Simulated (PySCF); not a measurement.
Computed properties of CH₃ClSn, SMILES [CH3][Sn][Cl]

Sn(Cl)(Me) (CH3ClSn), SMILES [CH3][Sn][Cl] (connectivity only; charge and spin as stated), neutral, multiplicity 1. Geometry: B3LYP-D3(BJ)/def2-SVP. The def2 effective core potentials stand for the cores of Sn; spin–orbit coupling is left out. The values are those of a single conformer. All values are computed for the isolated molecule unless a solvent is named; none is compared with measurement here.

**Structure.** The optimised structure has Cs symmetry. All 12 harmonic modes at B3LYP-D3(BJ)/def2-SVP (PySCF) are real, so it is a minimum. With heavy atoms numbered as in [Sn:1]([Cl:2])[CH3:3], the shortest bond between them is Sn1–C3 at 2.216 Å and the longest Sn1–Cl2 at 2.422 Å.

**Vibrations.** The strongest infrared lines (harmonic, unscaled, degenerate partners summed) lie at 339 cm⁻¹ (51 km/mol, Cl 77 %, Sn 23 %), 468 cm⁻¹ (44 km/mol, C 70 %, H 18 %, Sn 11 %), 3131 cm⁻¹ (12 km/mol, H 90 %, C 10 %). The softest mode is at 38 cm⁻¹ and the zero-point energy is 22.2 kcal/mol.

**Electronic structure.** CAM-B3LYP/def2-TZVPD (PySCF) places the frontier levels at -8.01 and -1.94 eV, a gap of 6.07 eV, and gives a dipole moment of 3.27 D and a mean polarisability of 72.9 bohr³.

**Excitations.** TDA-M06-2X/def2-SVPD (PySCF) has S1 at 2.80 eV (443 nm, f = 0.031, weak); the most intense of the 10 singlets computed lies at 6.57 eV (f = 0.54). T1 (TDA) is at 1.65 eV, 1.15 eV under S1.
